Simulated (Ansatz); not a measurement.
Gas-phase electronic energies from Ansatz, PBE0-D4/def2-TZVP geometries. CCSD(T)/CBS is the MP2 limit (def2-TZVPP, def2-QZVPP) plus CCSD(T) − MP2 in def2-TZVPP, frozen cores. This one scheme is used for every species. DFT in def2-TZVPP. B3LYP here is the variant with VWN-RPA as its local correlation; programs differ in this.

Reaction (ligand exchange at the Si–C bond): `CC([SiH3])=S` + HCl → `[SiH3]Cl` + `CC=S`

**Question.** Is it downhill or uphill in electronic energy at CCSD(T)/CBS, and by how much? (Best estimate.)

**Answer.** The calculation gave: Downhill: ΔE = -1.02 eV.

**Question.** What do these levels give: PBE0, B3LYP, HF/def2-SVP, SCS-MP2/def2-TZVPP, MP2/def2-QZVPP, MP2/CBS(def2)? (An estimate is asked.)

**Answer.** Ansatz gave: PBE0 -1.07, B3LYP -1.11, HF/def2-SVP -1.19, SCS-MP2/def2-TZVPP -1.05, MP2/def2-QZVPP -1.03, MP2/CBS(def2) -1.04 eV.

Largest T1 diagnostic among the species: 0.016.

In def2-TZVPP, CCSD(T) changes the Hartree–Fock value by +0.26 eV (the triples alone add +0.04 eV) and MP2 by +0.24 eV. At CCSD(T), def2-SVP lies +0.07 eV from the extrapolated value and def2-TZVPP +0.02 eV. From r2SCAN to r2SCAN0 (25 % exact exchange), in def2-TZVPP and without D4, ΔE moves by −0.03 eV.
